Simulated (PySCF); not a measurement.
A survey of 17O NMR shifts

Rapidly exchanging positions averaged, relativity neglected, one computed conformer, no solvent model. GFN2-xTB geometry; PBE0/pcSseg-1 with gauge-including orbitals; PySCF.

Shieldings were converted by a linear fit to measured shifts: 17O: δ = 266.70 − 0.911σ (rms 10.7 ppm, 155 shifts, 12.2 ppm with the 3 outliers that the fit left out vs liquid water, solution or neat liquid). A few per cent of atoms miss by over 2 rms, more outside the fitted compound classes.

Question: Give the 17O shifts of `CC(=O)O[SiH2]C=O`, `C=C(C)[P@@](=O)(O)C(F)=C(F)F`, `C#C[SiH2]O[SiH2]C=C`, `C#C[C@@H]1C[SiH2]O[SiH2]1`.

Answer: 
| compound | environment | δ (ppm) |
| --- | --- | --- |
| [CH3:1][C:2](=[O:3])[O:4][SiH2:5][CH:6]=[O:7] | O7: carbonyl oxygen | 852.6 |
| [CH3:1][C:2](=[O:3])[O:4][SiH2:5][CH:6]=[O:7] | O3: carbonyl oxygen | 390.6 |
| [CH3:1][C:2](=[O:3])[O:4][SiH2:5][CH:6]=[O:7] | O4: oxygen bonded to C, Si | 139.1 |
| [CH2:1]=[C:2]([CH3:3])[P@@:4](=[O:5])([OH:6])[C:7]([F:8])=[C:9]([F:10])[F:11] | O5: P=O oxygen | 92.6 |
| [CH2:1]=[C:2]([CH3:3])[P@@:4](=[O:5])([OH:6])[C:7]([F:8])=[C:9]([F:10])[F:11] | O6: oxygen bonded to P, H | 62.3 |
| C#C[SiH2]O[SiH2]C=C | oxygen bonded to 2 Si | -22.6 |
| C#C[C@@H]1C[SiH2]O[SiH2]1 | oxygen bonded to 2 Si, in a 5-membered ring | -1.4 |

Question: Order these by 17O shift, lowest first.
A. C[C@@H]1C[SiH2]O[Si@H]1Cl
B. CC(=S)[C@@H]1C=C[C@@H]1NC=O
C. C#C[SiH2]O[SiH2]C=C

Answer: C (-22.7 ppm, oxygen bonded to 2 Si), A (31.3 ppm, oxygen bonded to 2 Si, in a 5-membered ring), B (353.7 ppm, amide-type carbonyl oxygen).

In solution the two oxygens of a carboxylic acid give one averaged line by proton exchange, and hydrogen bonding shields acid and N–H amide carbonyl oxygens by tens of ppm; neither is in these numbers.
